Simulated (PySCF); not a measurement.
# From computed data to an observable: dipole moment from atomic charges

B(AsH2)2(F) (As₂BFH₄), SMILES FB([AsH2])[AsH2]. Atoms are numbered in the order given.

```xyz
8

B      0.0000     0.0000     0.6809
As     1.8031     0.0627    -0.2972
H      2.4315    -1.0714     0.5094
H      1.3448    -0.8390    -1.4390
As    -1.8031    -0.0627    -0.2972
H     -2.4315     1.0714     0.5094
H     -1.3448     0.8390    -1.4390
F      0.0000     0.0000     2.0076
```

The structure is a stationary point at B3LYP-D3(BJ)/def2-SVP. This is a generated structure with no PubChem entry under its InChIKey; it may be hypothetical.

Charges (e) from PBE/def2-TZVP run with PySCF:

```csv
atom,ESP fit,IAO
B1,0.238,0.132
As2,-0.175,0.070
H3,0.059,0.000
H4,0.061,-0.006
As5,-0.175,0.070
H6,0.059,0.000
H7,0.061,-0.006
F8,-0.128,-0.261
```

The dipole moment of the full density is 0.41 D.

Task: What dipole moment does each set of point charges give, and which comes closer to that of the density?

Result: 
μ = Σ q r, and 1 e Å = 4.8032 D.
ESP fit: Σ q r = (0.000, 0.000, -0.106) e Å, |μ| = 0.51 D.
IAO: Σ q r = (0.000, 0.000, -0.458) e Å, |μ| = 2.20 D.
ESP fit comes closer in size. Point charges leave out the atoms' own dipoles (lone pairs, polarised bonds); fits to the potential absorb them, partitions of the density don't.
